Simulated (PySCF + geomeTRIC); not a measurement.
Species: H4NSi, SMILES `N[SiH2]` (H–N–Si–H torsion 168°) (charge 0, multiplicity 2).

**Question.** Give a relaxed geometry from r2SCAN-D4/def2-TZVP in PySCF + geomeTRIC.

**Answer.** This is not unique; one that fits is the end point of this relaxation, one of several conformers (outside a Z-matrix the atoms follow the SMILES, hydrogens last).
Z-matrix (Å, degrees):
```
N
H 1 1.0094
H 1 1.0095 2 110.44
Si 1 1.7285 2 119.62 3 144.72
H 4 1.4925 1 107.18 2 50.17
H 4 1.4925 5 110.26 1 -116.28
```
